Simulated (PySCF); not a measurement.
First SCF of a structure search on singlet CoS₂⁺, at a hand-made linear geometry. PySCF input:

```python
from pyscf import gto, scf, dft
mol = gto.M(atom='''
Co     0.000000     0.000000     0.000000
S      0.000000     0.000000     1.930600
S      0.000000     0.000000    -1.930600''',
    basis={'Co': 'def2-SVP', 'S': 'def2-SVP'},
    charge=1, spin=0)
mf = dft.RKS(mol, xc='PBE0')
mf.grids.atom_grid = (50, 194)
aux = {'Co': 'def2-universal-JKFIT', 'S': 'def2-universal-JKFIT'}
mf = mf.density_fit(auxbasis=aux)
mf.conv_tol = 1e-08
mf.diis_space = 10
mf.max_cycle = 60
mf.init_guess = 'minao'
mf.verbose = 4
mf.kernel()
```

Excerpt of the output (cycles and frontier levels):

```
init E= -2177.45717738308
cycle= 1 E= -2161.23378813878  delta_E= 16.2  |g|= 4.84  |ddm|= 7.31
  HOMO = -1.35627813331106  LUMO = -1.34398603222199  gap/eV = 0.33449
cycle= 2 E= -2155.51567106289  delta_E= 5.72  |g|= 5.78  |ddm|= 13.5
  HOMO = -0.723502273928432  LUMO = -0.716997419385515  gap/eV = 0.17701
cycle= 3 E= -2172.81092383119  delta_E= -17.3  |g|= 4.49  |ddm|= 10.8
  HOMO = -0.636575519619761  LUMO = -0.612591279885629  gap/eV = 0.65264
cycle= 4 E= -2172.68997888763  delta_E= 0.121  |g|= 4.49  |ddm|= 2.34
  HOMO = -0.66977843831991  LUMO = -0.641396200476916  gap/eV = 0.77232
cycle= 5 E= -2172.36894197249  delta_E= 0.321  |g|= 4.61  |ddm|= 0.568
  HOMO = -0.601344355179878  LUMO = -0.575938489444571  gap/eV = 0.69133
cycle= 6 E= -2172.26492690692  delta_E= 0.104  |g|= 4.67  |ddm|= 1.15
  HOMO = -0.586686011617894  LUMO = -0.560612745779706  gap/eV = 0.70949
cycle= 7 E= -2172.23577027092  delta_E= 0.0292  |g|= 4.68  |ddm|= 0.101
... 63 lines left out ...
cycle= 39 E= -2177.74297080946  delta_E= -2.1e-05  |g|= 0.00215  |ddm|= 0.0499
  HOMO = -0.523101488054746  LUMO = -0.436892131294754  gap/eV = 2.34588
cycle= 40 E= -2177.74297159103  delta_E= -7.82e-07  |g|= 0.000295  |ddm|= 0.00582
  HOMO = -0.523105897106597  LUMO = -0.436897883940671  gap/eV = 2.34584
cycle= 41 E= -2177.74297162254  delta_E= -3.15e-08  |g|= 0.000213  |ddm|= 0.00187
  HOMO = -0.523104745016886  LUMO = -0.43688368231332  gap/eV = 2.34619
cycle= 42 E= -2177.74297162985  delta_E= -7.31e-09  |g|= 1e-05  |ddm|= 0.000116
  HOMO = -0.523103832712763  LUMO = -0.436884639311715  gap/eV = 2.34614
Extra cycle  E= -2177.74297162986  delta_E= -1.27e-11  |g|= 3.57e-05  |ddm|= 5.41e-05
converged SCF energy = -2177.74297162986
```

No lower solution of this spin was found from smeared starts or by a stability analysis within the restricted form, which does not test spin polarisation.

At the minimum of this search the closed-shell solution is unstable towards spin polarisation, so a lower open-shell solution exists.

The search for the lowest solution, 3 starts and the stability check together, took roughly 40 core-seconds on a shared host.
